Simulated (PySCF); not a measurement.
# Ionisation energy along the 22-electron series

Calculated with PySCF 2.14 and a two-component X2C-1e Hamiltonian (Gaussian nucleus, no Breit or QED terms), each ion in its own even-tempered basis scaled to its charge; GMP2 freezes [Ne] and drops the highest virtual spinors. Values in eV. NIST values: (m) measured, (s) semi-empirical, (t) theoretical.

| ion | configuration | GHF (spin-free) | GMP2 (spin-free) | GHF (screened spin-orbit) | GMP2 (screened spin-orbit) | NIST |
| --- | --- | --- | --- | --- | --- | --- |
| Tm⁴⁷⁺ | [Ar] 3d4 | 4054.4 | 4054.4 | 4077.2 | 4078.0 | 4075 ± 4 (t) |
| Lu⁴⁹⁺ | [Ar] 3d4 | 4378.5 | 4378.5 | 4405.5 | 4406.3 | 4403 ± 4 (t) |

Task: Fill in the row of Yb⁴⁸⁺.

Result: configuration: [Ar] 3d4; GHF (spin-free): 4215.0; GMP2 (spin-free): 4215.0; GHF (screened spin-orbit): 4239.8; GMP2 (screened spin-orbit): 4240.7; NIST: 4238 ± 4 (t).
